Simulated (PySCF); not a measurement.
This PySCF input asks for the NMR shieldings of `CB(C)[Si@@H](F)C/C=C/F`, C$_{5}$H$_{11}$BF$_{2}$Si; the geometry comes from GFN2-xTB.

```python
import basis_set_exchange as bse
import numpy as np
from pyscf import gto, dft
from pyscf.prop import nmr

atoms = """
C    -2.000808   -1.762344   -0.921402
B    -1.365156   -0.399414   -0.459110
C    -1.444417    0.849552   -1.414479
Si   -0.450466   -0.260069    1.270247
F    -0.841457   -1.513402    2.246640
C     1.469658   -0.416771    1.144487
C     2.031823    0.566322    0.191638
C     2.660558    1.669522    0.550648
F     3.107042    2.559638   -0.363619
H    -2.766880   -1.665195   -1.688248
H    -1.205517   -2.370239   -1.359463
H    -2.404687   -2.353205   -0.101452
H    -0.530303    1.441138   -1.431602
H    -2.214331    1.522273   -1.030919
H    -1.717392    0.616584   -2.441775
H    -0.713268    0.876078    2.162138
H     1.907412   -0.278664    2.132134
H     1.712774   -1.426967    0.812795
H     1.879952    0.372610   -0.861190
H     2.880316    1.983232    1.559493
"""
names = dict.fromkeys(["C", "B", "Si", "F", "H"], "pcSseg-1")
basis = {el: gto.basis.parse(bse.get_basis(n, elements=[el], fmt="nwchem")) for el, n in names.items()}
mol = gto.M(atom=atoms, basis=basis, charge=0, verbose=0)
mf = dft.RKS(mol, xc="PBE0")
mf.grids.level = 2
mf.grids.alignment = dft.numint.BLKSIZE   # the property module wants whole blocks of grid points
mf.conv_tol = 1e-9
mf.kernel()

calc = nmr.RKS(mf)   # GIAO
C = mf.mo_coeff
Co = C[:, mf.mo_occ > 0]
resp = mf.gen_response(singlet=True, hermi=2)
def vind(x):   # induced exchange potential for any number of trial vectors
    d = np.einsum("pi,xij,qj->xpq", C, 2 * x.reshape(-1, C.shape[1], Co.shape[1]), Co, optimize=True)
    return np.einsum("xpq,pi,qj->xij", resp(d - d.transpose(0, 2, 1)), C, Co, optimize=True).ravel()
mo1, _ = nmr.rhf.solve_mo1(calc, with_cphf=vind)
sigma = calc.kernel(mo1)
for i, s in enumerate(sigma):   # ppm
    print("%2d %-2s %9.2f" % (i, mol.atom_pure_symbol(i), np.trace(s) / 3))
```

**Question.** What are the results?

**Answer.** 
```
 0 C     163.88
 1 B      -8.05
 2 C     163.12
 3 Si    338.15
 4 F     396.39
 5 C     168.71
 6 C      75.44
 7 C      28.49
 8 F     295.20
 9 H      30.05
10 H      30.76
11 H      29.45
12 H      30.08
13 H      30.81
14 H      30.06
15 H      26.39
16 H      29.55
17 H      29.92
18 H      26.51
19 H      24.85
```

These numbers come from an equivalent density-fitted implementation of the same equations, which agrees with the script to about 0.01 ppm for H and up to a few tenths of a ppm for heavy atoms, so last digits may differ.

Size and cost of the density-fitted run: 215 basis functions, 51 s wall time on 1 thread of an Arm Neoverse V2, shared host; peak memory 1.1 GiB.
